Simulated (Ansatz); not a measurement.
Geometry optimisation, Ansatz, RKS PBE/def2-SVP.

input.yaml

```yaml
crystal:
  periodic: [false, false, false]
  atoms:
    - { symbol: W, position_ang: [0.0, 0.0, 0.0] }
    - { symbol: F, position_ang: [0.0, 0.0, 2.2] }
    - { symbol: F, position_ang: [1.85, 0.0, 0.0] }
    - { symbol: F, position_ang: [0.0, 1.85, 0.0] }
    - { symbol: H, position_ang: [-1.72, 0.0, 0.0] }
    - { symbol: F, position_ang: [0.0, -1.85, 0.0] }
    - { symbol: H, position_ang: [0.0, 0.0, -1.72] }
    - { symbol: P, position_ang: [1.8007, 1.8758, 0.864] }
    - { symbol: H, position_ang: [2.8278, 1.2389, 1.6094] }
    - { symbol: H, position_ang: [2.3703, 2.5373, -0.256] }
    - { symbol: H, position_ang: [0.8703, 0.9066, 2.0588] }
basis:
  gaussian: { orbitals: def2-SVP }
hamiltonian:
  xc: pbe
relax:
  f_tol: 0.15
  max_steps: 25
  restrain:
    - { distance: [0, 7], at: 2.44, k: 30.0 }
    - { distance: [10, 1], at: 0.92, k: 30.0 }
    - { distance: [0, 1], at: 3.05, k: 30.0 }
    - { distance: [10, 7], at: 2.62, k: 30.0 }
```

Run as:

```bash
$ ansatz run input.yaml --threads 4 --pin off --max-ram 5120MiB --backend cpu --events-out ev --progress --plain --runs-dir out
```

Task: Where does it end, and by what steps?

Result: It converged. The restraints hold the end off the free minimum; the threshold counts their pulls, which the force column leaves out. Restrained pairs: W1–P8 (2.74 → 2.46 Å), F2–H11 (1.26 → 0.93 Å), W1–F2 (2.20 → 3.05 Å), P8–H11 (1.80 → 2.62 Å). After 17 steps the energy has fallen by 5.610 eV (the restraints' own energy left out); F4 moved furthest, 1.13 Å.

```
step  energy less start (eV)  largest force component (eV/Å)  accepted
   0                  0.0000                           6.307       yes
   1                 -0.3937                           6.032       yes
   2                 -0.7566                           6.214       yes
   3                 -1.8682                           4.802       yes
   4                 -2.9712                           3.350       yes
   5                 -4.0519                           1.781       yes
   6                 -4.8120                           1.092       yes
   7                 -5.2009                           0.858       yes
   8                 -5.3756                           0.620       yes
   9                 -5.4791                           0.688       yes
  10                 -5.4824                           2.069        no
  11                 -5.5242                           0.601       yes
  12                 -5.5630                           0.554       yes
  13                 -5.5924                           0.568       yes
  14                 -5.6015                           0.647       yes
  15                 -5.5718                           0.626        no
  16                 -5.6056                           0.562       yes
  17                 -5.6096                           0.441       yes
```

```xyz
11
Properties=species:S:1:pos:R:3
W 0.345 0.214 -0.329
F 0.435 -0.360 2.661
F 1.902 -0.812 -0.025
F -0.248 1.822 -1.106
H -1.028 0.579 0.629
F -0.461 -1.470 -0.088
H 0.369 -0.122 -2.006
P 1.601 1.863 0.999
H 2.933 1.347 1.050
H 1.814 2.954 0.098
H 0.336 0.544 2.872
```

The run took 51 s on 4 threads of Arm Neoverse V1 (shared host), peak memory 0.31 GiB.
